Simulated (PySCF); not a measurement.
# WS₂⁻: bending curve

Method: UPBE0/[W def2-SVPD with ECP60, S def2-SVPD], scalar-relativistic core potentials, density fitting, no spin–orbit coupling, PySCF.

Rigid scan from the quartet minimum (W–S 2.206 Å (×2); S–W–S 140.6°). Coordinate: the S–W–S angle, bonds fixed. Energies in kJ/mol from the minimum.

| bond angle (°) | E (kJ/mol) | dipole size (D, about the centre of mass) | ⟨S²⟩ |
| --- | --- | --- | --- |
| 80 | 202.6 | 3.87 | 3.86 |
| 90 | 123.6 | 3.38 | 3.83 |
| 100 | 70.9 | 3.18 | 3.82 |
| 110 | 36.3 | 3.06 | 3.81 |
| 120 | 14.8 | 2.91 | 3.81 |
| 130 | 3.6 | 2.69 | 3.81 |
| 140 | 0.0 | 2.36 | 3.81 |
| 150 | 1.9 | 1.91 | 3.82 |
| 160 | 6.2 | 1.35 | 3.82 |
| 170 | 10.4 | 0.70 | 3.83 |
| 180 | 12.0 | 0.00 | 3.83 |

With the bonds held, the linear shape lies 12.0 kJ/mol from the minimum.

With open d or f shells other occupations or spin states may lie lower. No spin–orbit coupling is included, which matters more the heavier the element.
